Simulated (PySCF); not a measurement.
A calculated (BP86, PySCF 2.14, x2c-TZVPPall with one added diffuse shell each of s, p, d, f type, scalar relativity by spin-free X2C-1e) atom or ion has these occupied shells.

| shell | electrons | orbital energy (eV) | rms radius, mean of both spins (bohr) |
| --- | --- | --- | --- |
| 1s α | 1 | -46592.5 | 0.0259 |
| 1s β | 1 | -46592.5 | 0.0259 |
| 2s α | 1 | -7634.4 | 0.105 |
| 2s β | 1 | -7634.4 | 0.105 |
| 2p α | 3 | -6824.1 | 0.0940 |
| 2p β | 3 | -6824.1 | 0.0940 |
| 3s α | 1 | -1693.2 | 0.272 |
| 3s β | 1 | -1691.5 | 0.272 |
| 3p α | 3 | -1438.8 | 0.272 |
| 3p β | 3 | -1437.2 | 0.272 |
| 3d α | 5 | -1088.8 | 0.251 |
| 3d β | 5 | -1087.5 | 0.251 |
| 4s α | 1 | -357.25 | 0.615 |
| 4s β | 1 | -353.14 | 0.615 |
| 4p α | 3 | -273.27 | 0.652 |
| 4p β | 3 | -269.17 | 0.652 |
| 4d α | 5 | -154.10 | 0.720 |
| 4d β | 5 | -150.03 | 0.720 |
| 5s α | 1 | -64.750 | 1.46 |
| 5s β | 1 | -62.528 | 1.46 |
| 5p α | 3 | -43.649 | 1.69 |
| 5p β | 3 | -41.956 | 1.69 |
| 4f α | 5 | -26.817 | 1.02 |
| 6p α | 1 | -12.853 | 4.27 |

Problem. Name the element and its charge.

Solution. Sm(2+) (samarium, charge +2), in [Xe] 4f5 6p1, one real determinant (an excited configuration).
